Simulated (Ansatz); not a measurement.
Geometry optimisation, RKS PBE/STO-3G in Ansatz.

input.yaml

```yaml
crystal:
  periodic: [false, false, false]
  atoms:
    - { symbol: Si, position_ang: [0.0, 0.0, 0.0] }
    - { symbol: O, position_ang: [0.0, 0.0, 1.68] }
    - { symbol: C, position_ang: [-1.1112, -0.3437, 2.4945] }
    - { symbol: H, position_ang: [-1.814, -0.9775, 1.9143] }
    - { symbol: H, position_ang: [-0.7584, -0.9037, 3.3856] }
    - { symbol: H, position_ang: [-1.6313, 0.5809, 2.8212] }
    - { symbol: O, position_ang: [1.5842, 0.0, -0.5594] }
    - { symbol: Si, position_ang: [2.4906, -1.3762, -0.8866] }
    - { symbol: H, position_ang: [1.6598, -2.3521, -1.5857] }
    - { symbol: H, position_ang: [3.6318, -1.0202, -1.7249] }
    - { symbol: H, position_ang: [2.9691, -1.9538, 0.366] }
    - { symbol: O, position_ang: [-0.7913, 1.3709, -0.5594] }
    - { symbol: Si, position_ang: [-2.4002, 1.4263, -1.0396] }
    - { symbol: H, position_ang: [-3.2124, 0.6421, -0.1138] }
    - { symbol: H, position_ang: [-2.862, 2.8114, -1.0378] }
    - { symbol: H, position_ang: [-2.5267, 0.8736, -2.385] }
    - { symbol: O, position_ang: [-0.7913, -1.3709, -0.5594] }
    - { symbol: Si, position_ang: [-1.673, -2.4329, 0.3983] }
    - { symbol: H, position_ang: [-1.2634, -2.287, 1.792] }
    - { symbol: H, position_ang: [-3.0964, -2.1323, 0.2761] }
    - { symbol: H, position_ang: [-1.4264, -3.8036, -0.0398] }
basis:
  gaussian: { orbitals: STO-3G }
hamiltonian:
  xc: pbe
relax:
  f_tol: 0.02
  max_steps: 40
output:
  orbitals: {}
```

Launched with:

```bash
$ ansatz run input.yaml --threads 1 --pin off --max-ram 2048MiB --backend cpu --events-out ev --progress --plain --runs-dir out
```

Task: Where does it end, and by what steps?

Result: The forces met the threshold. The force dipped under the threshold on the way, but the program's further checks kept it going. Limits of this set-up: minimal basis. After 39 steps the energy has fallen by 1.771 eV; H19 moved furthest, 2.73 Å.

```
step  energy less start (eV)  largest force component (eV/Å)  accepted
   0                  0.0000                           2.503       yes
   2                 -1.2492                           0.637       yes
   4                 -1.5325                           0.300       yes
   6                 -1.6257                           0.181       yes
   8                 -1.6552                           0.251       yes
  10                 -1.6794                           0.056       yes
  12                 -1.6901                           0.105       yes
  14                 -1.6983                           0.241        no
  16                 -1.7045                           0.085       yes
  18                 -1.7065                           0.031       yes
  20                 -1.7074                           0.016       yes
  22                 -1.7082                           0.122       yes
  24                 -1.7105                           0.040       yes
  26                 -1.7130                           0.076       yes
  28                 -1.7190                           0.184       yes
  30                 -1.7272                           0.164       yes
  32                 -1.7400                           0.131       yes
  34                 -1.7501                           0.159       yes
  36                 -1.7682                           0.091       yes
  38                 -1.7682                           0.156        no
  39                 -1.7713                           0.018       yes
```

```xyz
21
Properties=species:S:1:pos:R:3
Si -0.364 -0.359 -0.153
O 0.124 -0.732 1.469
C -0.733 -0.086 2.473
H -1.774 -0.503 2.501
H -0.275 -0.272 3.471
H -0.821 1.022 2.340
O 1.029 -0.710 -1.051
Si 2.434 -1.152 -0.159
H 2.277 -2.413 0.564
H 3.460 -1.337 -1.178
H 2.891 -0.123 0.773
O -0.835 1.258 -0.360
Si -2.426 1.486 -0.986
H -3.478 0.944 -0.127
H -2.583 2.934 -1.026
H -2.607 0.971 -2.342
O -1.713 -1.219 -0.734
Si -1.855 -2.875 -0.297
H -0.618 -3.628 -0.502
H -2.253 -3.027 1.103
H -2.903 -3.428 -1.143
```

Time of the run: 5.3 min on 1 thread of Arm Neoverse V2, on a shared host, peak memory 0.17 GiB.
